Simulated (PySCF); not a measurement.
Job file and geometry (Å, from GFN2-xTB) of an NMR shielding run on `InChI=1S/C4H10FNSi3/c5-8-6(7)9-3-1-2-4-9/h1-4,9H,8H2,7H3`, GIAO PBE0/pcSseg-1 NMR shielding, non-relativistic, gas phase in PySCF; density fitting, a coarse starting grid and PySCF grid level 2 are the driver's defaults:

```
$ OMP_NUM_THREADS=1 python probes_run.py task.json out

{"job": {"kind": "nmr", "xc": "PBE0", "basis": "pcSseg-1"}, "charge": 0, "multiplicity": 1}
F      2.931036    -1.790199    -1.291718
Si     2.523607    -1.367014     0.207681
N      1.196820    -0.265071     0.128140
Si     1.504616     1.424985    -0.214467
Si    -0.454195    -0.817247     0.276509
C     -1.567075    -0.475663    -1.208285
C     -2.562728     0.328090    -0.821095
C     -2.546127     0.764983     0.568828
C     -1.538355     0.317535     1.323476
H      3.704069    -0.716636     0.745273
H      2.116369    -2.599157     0.852511
H      0.291615     1.997804    -0.791685
H      2.621239     1.519995    -1.154641
H      1.851507     2.076633     1.053837
H     -0.465599    -2.213489     0.718757
H     -1.492826    -0.852252    -2.214604
H     -3.356133     0.669999    -1.472510
H     -3.326008     1.425940     0.923163
H     -1.441635     0.580015     2.363368
```

Problem. Write the output of this run.

Solution. 
```
coarse grid: 17568 points
cycle   1  E = -1180.6586791794  dE =  1.046e+00  |g| = 7.437e-01  |ddm| = 4.154e+00
cycle   2  E = -1180.5644248958  dE =  9.425e-02  |g| = 1.050e+00  |ddm| = 1.500e+00
cycle   3  E = -1180.7658156531  dE = -2.014e-01  |g| = 9.173e-02  |ddm| = 9.450e-01
cycle   4  E = -1180.7673574919  dE = -1.542e-03  |g| = 3.944e-02  |ddm| = 1.299e-01
cycle   5  E = -1180.7677207724  dE = -3.633e-04  |g| = 1.706e-02  |ddm| = 5.096e-02
cycle   6  E = -1180.7677829700  dE = -6.220e-05  |g| = 3.569e-03  |ddm| = 1.506e-02
cycle   7  E = -1180.7677858607  dE = -2.891e-06  |g| = 7.274e-04  |ddm| = 3.843e-03
final grid: 156928 points
cycle   8  E = -1180.8221179173  dE = -2.946e-05  |g| = 6.779e-03  |ddm| = 2.971e-02
cycle   9  E = -1180.8221126452  dE =  5.272e-06  |g| = 8.284e-03  |ddm| = 1.373e-02
cycle  10  E = -1180.8221294336  dE = -1.679e-05  |g| = 9.773e-04  |ddm| = 7.617e-03
cycle  11  E = -1180.8221296146  dE = -1.810e-07  |g| = 3.385e-04  |ddm| = 1.009e-03
cycle  12  E = -1180.8221296405  dE = -2.592e-08  |g| = 5.094e-05  |ddm| = 3.438e-04
cycle  13  E = -1180.8221296408  dE = -2.779e-10  |g| = 3.651e-05  |ddm| = 7.860e-05
cycle  14  E = -1180.8221296411  dE = -3.129e-10  |g| = 6.871e-06  |ddm| = 3.200e-05
converged SCF energy = -1180.8221296411

GIAO shielding tensors (ppm)
atom      isotropic    diamagn.    paramagn.     s11        s22        s33       span
  0 F      346.092     466.731    -120.639    277.541    352.744    407.993    130.452
  1 Si     360.941     878.093    -517.153    341.849    366.857    374.116     32.267
  2 N      241.424     334.299     -92.876    201.662    245.390    277.219     75.557
  3 Si     404.606     881.030    -476.424    372.626    384.675    456.519     83.893
  4 Si     361.531     882.053    -520.522    318.152    375.849    390.592     72.440
  5 C       50.610     262.812    -212.203    -59.383     38.304    172.908    232.291
  6 C       30.645     255.497    -224.852    -92.730     39.457    145.208    237.938
  7 C       29.902     255.602    -225.700    -93.708     37.695    145.719    239.428
  8 C       51.217     262.980    -211.762    -61.133     40.511    174.274    235.407
  9 H       26.670      28.262      -1.592     23.017     24.899     32.096      9.079
 10 H       26.656      29.121      -2.465     23.078     25.375     31.515      8.436
 11 H       27.308      31.164      -3.856     22.821     27.821     31.283      8.462
 12 H       27.013      29.740      -2.727     23.062     25.586     32.392      9.330
 13 H       27.040      30.012      -2.972     23.529     24.608     32.984      9.455
 14 H       26.430      30.257      -3.827     22.788     24.996     31.506      8.719
 15 H       25.559      32.526      -6.967     22.792     26.468     27.417      4.625
 16 H       24.448      30.732      -6.284     21.738     23.820     27.787      6.049
 17 H       24.448      30.706      -6.258     21.753     23.821     27.769      6.016
 18 H       25.576      32.590      -7.014     22.825     26.407     27.496      4.671
```

Problem. Turn these shieldings into chemical shifts. References, each an isolated molecule treated in the same way: 19F (σref 170.95) against CFCl3; 29Si (σref 349.16) and 13C (σref 186.93) and 1H (σref 31.72) vs TMS; 15N (σref 267.73) against NH3.

Solution. Averaging equivalent atoms: F 0: -175.1; Si 1: -11.8; Si 4: -12.4; Si 3: -55.4; N 2: 26.3; C 6/7: 156.7; C 5/8: 136.0; H 16/17: 7.27; H 15/18: 6.15; H 14: 5.29; H 9/10: 5.05; H 11/12/13: 4.60 ppm. Unscaled 19F shifts against computed CFCl3 carry errors that often reach 10 to 50 ppm. Experimental scales use liquid or dissolved standards, which lie at an offset from isolated NH3 (liquid NH3: subtract about 20 ppm).

Size and cost of the density-fitted run: 224 basis functions, 98 s wall time on 1 thread of an Arm Neoverse N1, shared host; peak memory 0.99 GiB.
